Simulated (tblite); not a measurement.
Compound: C2H10B3N.
Bonds: B1–N2, N2–B3, B3–C4, N2–B5, B5–C6. Hydrogens: H7, H8 on B1; H9 on B3; H10, H11, H12 on C4; H13 on B5; H14, H15, H16 on C6.

Computed with GFN2-xTB (tblite), gas phase: L-BFGS steps from a force-field or distance-geometry start until the largest atomic force falls under 0.01 eV/Å.

Step 151: E = -437.1635 eV
```
atom  x, y, z in Å  |  force x, y, z in eV/Å
B1     -0.1846    1.3323    1.9607    0.023   0.071   0.002
N2     -0.0618    0.5756    0.7595   -0.008  -0.058  -0.006
B3     -1.2485   -0.0935    0.2781    0.019   0.011  -0.026
C4     -1.2062   -1.4912   -0.4527    0.010   0.051   0.006
B5      1.2227    0.5046    0.1137   -0.038  -0.022   0.005
C6      1.3839    0.1391   -1.4148   -0.019  -0.044  -0.004
H7     -1.2383    1.5117    2.4407    0.012  -0.018  -0.030
H8      0.7726    1.7835    2.4628   -0.016  -0.035   0.004
H9     -2.2936    0.4064    0.4627   -0.011   0.020   0.036
H10    -0.2457   -1.9964   -0.4035   -0.022  -0.004  -0.014
H11    -1.9658   -2.1620   -0.0524    0.020   0.008  -0.003
H12    -1.4589   -1.3536   -1.5045    0.011  -0.048   0.006
H13     2.1782    0.7697    0.7419   -0.003  -0.002  -0.015
H14     0.4758    0.2679   -1.9993    0.031   0.012   0.018
H15     2.1776    0.7183   -1.8821   -0.010   0.050  -0.008
H16     1.6850   -0.9035   -1.5225    0.001   0.007   0.030
```

Step 152: E = -437.1644 eV
```
atom  x, y, z in Å  |  force x, y, z in eV/Å
B1     -0.1843    1.3329    1.9579    0.025   0.088   0.031
N2     -0.0618    0.5730    0.7594    0.000  -0.058  -0.011
B3     -1.2485   -0.0929    0.2737    0.018   0.017  -0.016
C4     -1.2103   -1.4921   -0.4540    0.009   0.040  -0.032
B5      1.2240    0.5009    0.1175   -0.033  -0.028  -0.014
C6      1.3864    0.1425   -1.4124    0.001  -0.069   0.004
H7     -1.2384    1.5170    2.4358    0.019  -0.019  -0.032
H8      0.7743    1.7832    2.4603   -0.036  -0.043  -0.003
H9     -2.2919    0.4105    0.4575   -0.019   0.017   0.033
H10    -0.2455   -1.9915   -0.4223   -0.041   0.002  -0.009
H11    -1.9582   -2.1652   -0.0355    0.031   0.010  -0.002
H12    -1.4868   -1.3625   -1.5020    0.024  -0.044   0.039
H13     2.1808    0.7576    0.7475   -0.012  -0.001  -0.013
H14     0.4772    0.2585   -1.9972    0.024   0.023   0.018
H15     2.1731    0.7331   -1.8773   -0.016   0.045  -0.016
H16     1.7021   -0.8962   -1.5205    0.005   0.019   0.025
```

Step 153: E = -437.1662 eV
```
atom  x, y, z in Å  |  force x, y, z in eV/Å
B1     -0.1831    1.3354    1.9510    0.013   0.074   0.062
N2     -0.0619    0.5657    0.7591    0.028  -0.024  -0.001
B3     -1.2486   -0.0917    0.2658   -0.016   0.027   0.011
C4     -1.2178   -1.4936   -0.4543    0.000  -0.003  -0.099
B5      1.2260    0.4922    0.1244   -0.003  -0.033  -0.051
C6      1.3922    0.1487   -1.4083    0.027  -0.055   0.009
H7     -1.2395    1.5308    2.4196    0.025  -0.007  -0.025
H8      0.7780    1.7750    2.4597   -0.057  -0.043  -0.013
H9     -2.2890    0.4197    0.4485   -0.016   0.004   0.020
H10    -0.2472   -1.9838   -0.4550   -0.055   0.011   0.008
H11    -1.9436   -2.1719   -0.0044    0.045   0.020   0.009
H12    -1.5360   -1.3814   -1.4938    0.039  -0.024   0.067
H13     2.1847    0.7374    0.7565   -0.025  -0.003  -0.003
H14     0.4813    0.2459   -1.9926    0.006   0.031   0.012
H15     2.1651    0.7625   -1.8682   -0.033   0.013  -0.013
H16     1.7319   -0.8819   -1.5195    0.023   0.012   0.006
```

Step 154: E = -437.1673 eV
```
atom  x, y, z in Å  |  force x, y, z in eV/Å
B1     -0.1830    1.3387    1.9465    0.007   0.036   0.062
N2     -0.0615    0.5609    0.7596    0.037   0.007   0.004
B3     -1.2488   -0.0917    0.2639   -0.025   0.025   0.020
C4     -1.2213   -1.4935   -0.4551    0.001  -0.022  -0.104
B5      1.2270    0.4861    0.1272    0.022  -0.024  -0.044
C6      1.3955    0.1503   -1.4064    0.023  -0.024   0.005
H7     -1.2414    1.5435    2.4060    0.026   0.004  -0.019
H8      0.7791    1.7663    2.4625   -0.055  -0.029  -0.013
H9     -2.2875    0.4216    0.4492   -0.024   0.003   0.015
H10    -0.2492   -1.9794   -0.4708   -0.033   0.008   0.017
H11    -1.9350   -2.1749    0.0082    0.031   0.013   0.025
H12    -1.5576   -1.3898   -1.4888    0.031  -0.004   0.040
H13     2.1866    0.7279    0.7599   -0.035  -0.007   0.002
H14     0.4830    0.2409   -1.9887   -0.005   0.021   0.004
H15     2.1596    0.7774   -1.8648   -0.035  -0.010  -0.003
H16     1.7468   -0.8753   -1.5200    0.034   0.002  -0.010
```

Problem. Estimate the geometry and energy of step 155. (The exact step hangs on the optimiser's Hessian estimate; all steps are aligned on step 154, rigid shifts and turns removed.)

Solution. E = -437.1683 eV, largest force 0.140 eV/Å
```
atom  x, y, z in Å  |  force x, y, z in eV/Å
B1     -0.1846    1.3440    1.9414   -0.002  -0.030   0.030
N2     -0.0601    0.5558    0.7601    0.037   0.044   0.013
B3     -1.2489   -0.0895    0.2608   -0.037   0.019   0.003
C4     -1.2259   -1.4914   -0.4581   -0.029  -0.080  -0.111
B5      1.2300    0.4737    0.1315    0.039  -0.001   0.007
C6      1.4014    0.1497   -1.4030    0.007   0.008  -0.040
H7     -1.2464    1.5640    2.3851    0.027   0.016  -0.014
H8      0.7769    1.7525    2.4707   -0.031  -0.004  -0.007
H9     -2.2860    0.4276    0.4450   -0.023  -0.001   0.017
H10    -0.2469   -1.9637   -0.5063   -0.076   0.018   0.021
H11    -1.9131   -2.1814    0.0377    0.083   0.058  -0.014
H12    -1.6041   -1.4004   -1.4801    0.053  -0.004   0.092
H13     2.1910    0.7065    0.7667   -0.050  -0.011   0.005
H14     0.4829    0.2235   -1.9803    0.027  -0.006   0.010
H15     2.1451    0.8037   -1.8612   -0.052  -0.057   0.021
H16     1.7810   -0.8658   -1.5217    0.025   0.031  -0.033
```

The energy changes by -0.0011 eV. The first-order estimate −F·Δx gives -0.0020 eV and the mean of the old and new forces, exact on a quadratic surface, -0.0009 eV. The step makes an angle of 84° with the force vector and moves no atom by more than 0.048 Å.

What follows is the cost of the whole relaxation. On one thread of an AMD EPYC, no GPU, shared host, this took 2.8 s.
